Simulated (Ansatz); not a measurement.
`BN([SiH2]C)[SiH2]Cl`. Charge 0, multiplicity 1. The structure was optimised at the PBE0-D4/def2-TZVP level. It is one conformer, not always the lowest.

```xyz
15

B     1.366   -0.652   -1.173
N     0.097   -0.176   -0.780
Si   -0.602   -0.784    0.726
C     0.258   -0.048    2.199
Si   -0.728    1.031   -1.709
Cl   -0.924    2.747   -0.586
H     1.895   -0.226   -2.160
H     1.908   -1.491   -0.506
H    -0.496   -2.264    0.721
H    -2.038   -0.395    0.704
H     0.170    1.041    2.187
H    -0.183   -0.419    3.128
H     1.319   -0.310    2.197
H    -2.103    0.594   -2.032
H     0.059    1.352   -2.916
```

Question: What is the dipole moment at ωB97M-V/def2-TZVPP? (An estimate is asked.)

Answer: Computed: 0.88 D, with components (-0.16, -0.69, 0.52) D in this frame, pointing from negative to positive charge.

Question: And with PBE, r2SCAN, B3LYP? (Estimate.)

Answer: Computed: PBE 0.90 D, r2SCAN 0.90 D, B3LYP 0.89 D.

Question: Give the Mulliken charges with ωB97M-V, PBE, r2SCAN in def2-TZVPP. (Best estimate.)

Answer: Computed: 
| atom | ωB97M-V | PBE | r2SCAN |
| --- | --- | --- | --- |
| B1 | -0.15 | -0.14 | -0.03 |
| N2 | -0.25 | -0.05 | -0.23 |
| Si3 | 0.26 | 0.26 | 0.35 |
| C4 | -0.42 | -0.35 | -0.29 |
| Si5 | 0.35 | 0.38 | 0.50 |
| Cl6 | -0.22 | -0.22 | -0.26 |
| H7 | 0.06 | 0.01 | -0.01 |
| H8 | 0.05 | 0.00 | -0.02 |
| H9 | -0.02 | -0.06 | -0.07 |
| H10 | -0.02 | -0.06 | -0.07 |
| H11 | 0.12 | 0.11 | 0.08 |
| H12 | 0.12 | 0.10 | 0.07 |
| H13 | 0.12 | 0.11 | 0.08 |
| H14 | -0.02 | -0.05 | -0.07 |
| H15 | 0.00 | -0.05 | -0.05 |

B3LYP here is the variant with VWN-RPA as its local correlation; programs differ in this.
